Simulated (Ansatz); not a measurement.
Basis-set extrapolation for C$_{2}$H$_{7}$AlO$_{2}$ (`C[O][Al]([CH3])[OH]`) (PBE0-D4/def2-TZVP geometry, frozen core, Ansatz). Multiplicity 1, RHF reference.

|  | def2-TZVPP | def2-QZVPP |
| --- | --- | --- |
| HF | -471.679783 | -471.698679 |
| MP2 correlation | -0.910250 | -0.977942 |
| CCSD(T) correlation | -0.978138 | not run |

Energies in hartree. Use E(X) = E(∞) + A·exp(−7.88·√X) for Hartree–Fock and E(X) = E(∞) + B·X^(−2.97) for correlation, with X = 3 and 4, and add CCSD(T) minus MP2 of the smaller set to the MP2 limit.

Q: What is the CCSD(T) energy at the basis-set limit?

A: HF limit: -471.698679 + (-0.018896) × 0.13774 = -471.70128. MP2 limit: -0.977942 + (-0.067692) × 0.74074 = -1.02808. Higher-order term: -0.978138 − (-0.910250) = -0.06789. Total: -472.79725 hartree, 3.79 eV below CCSD(T)/def2-TZVPP.
